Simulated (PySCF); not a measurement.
**B: excitation energy**

B [He] 2s2 2p1 (2P) → B [He] 2s1 2p2 (4P), as a difference of total energies. Computed with PySCF 2.14 in x2c-QZVPPall (7s4p3d2f1g, 57 functions), with scalar relativity by spin-free X2C-1e. Correlated levels: valence: 1s2 frozen. The calculations carry no spin-orbit coupling.

```
           method  excitation energy (cm⁻¹)
              UHF                     17695
    MP2 (valence)                     25336
SCS-MP2 (valence)                     28482
   CCSD (valence)                     28572
CCSD(T) (valence)                     28863
```
